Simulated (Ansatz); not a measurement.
Cartesian coordinates in Å:
```
F 0.847 1.423 -1.694
Si 1.212 1.123 -0.154
O 0.086 0.047 0.394
Si -1.030 -1.115 0.346
H 0.867 2.396 0.566
H -1.088 -1.830 -0.957
H -0.894 -2.044 1.499
```

Charge 0, multiplicity 1. The bonds changed during the relaxation, so this is another structure than the one it started from.

Q: List the PBE0/def2-TZVPP orbital energies in eV (Ansatz). (Estimate.)

A: Computed: Occupied: -1803.92, -1803.83, -673.59, -524.08, -146.16, -145.94, -100.87, -100.80, -100.76, -100.65, -100.61, -100.55, -32.92, -28.79, -17.15, -14.50, -13.18, -12.80, -12.48, -11.62, -11.51, -10.52, -9.82, -5.46. Lowest empty: -3.60, -0.08, 0.82, 1.31, 1.55, 1.93, 2.94, 3.84.
